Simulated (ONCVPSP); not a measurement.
## Before and after: ONCV potential for aluminium

ONCVPSP 4.0.1 input, shortened (lines: element, Z, core and valence counts, functional; n l f; lmax; l rc ep ncon nbas qcut; lloc lpopt rc5 dvloc0; l nproj debl; icmod fcfact rcfact), PW91, scalar-relativistic:

```
  Al 13.00    3    2  -109134      upf
    1    0    2.00
    2    0    2.00
    2    1    6.00
    3    0    2.00
    3    1    1.00
    1
    0    2.25    0.00    4    8    3.60
    1    2.90    0.00    3    8    2.70
    4    5    2.20    0.00
    0    2    2.00
    1    2    1.10
    2    0.15    0.95
```

Change: s: rc 1.56; local potential polynomial inside 1.56 bohr (lpopt 5, dvloc0 0 Ha).

Cutoffs: the cutoffs (Ha) at which the residual kinetic energy of the hardest occupied pseudo-wave falls to 1 and 0.1 mHa per electron; they do not see the model core or the augmentation charge, which bear on the density cutoff. Errors are all-electron minus pseudo energies relative to the spin-unpolarised reference configuration.

Problem. How do hardness, ghosts and transferability respond?

Solution. The potential gets harder (5.0 Ha and 7.6 Ha → 5.7 Ha and 56 Ha); of the 4 tests that both files solve, the error grows in 2 and shrinks in 0 by more than 15 % and 0.3 meV (median size 0.5 → 5.3 meV); neither file shows a bound ghost. A smaller radius makes the pseudo-wave follow the all-electron one further in, where it bends more sharply, so more plane waves are needed.

```tsv
quantity	base	changed
cutoff, loose	5.0 Ha	5.7 Ha
cutoff, tight	7.6 Ha	56 Ha
loose cutoff by channel	s 5.0 Ha, p 2.1 Ha	s 5.7 Ha, p 2.1 Ha
bound ghosts	none	none
GHOST(+) flags under 300 eV	s at 140.3 eV	s at 86.3 eV
error for 3s2 3p0, meV [ΔE 5.80 eV]	-0.8	-0.8
error for 3s1 3p0, meV [ΔE 25.08 eV]	+11	+14
error for 3s2 3p0.5, meV [ΔE 2.10 eV]	-0.2	-0.2
error for 3s0 3p3, meV [ΔE 10.47 eV]	-0.2	+9.7
p: phases at 2.95 bohr within 0.05 rad from the reference energy up to (Ha; the scan ends near 5)	3.5	3.2
rms error of d²Exc/dni dnj with the model core, mHa	0.44	0.53
```

Changed file: The cutoffs count occupied waves only; projector 2 of the s channel, the hardest unoccupied one, needs 91 Ha at the loose tolerance.
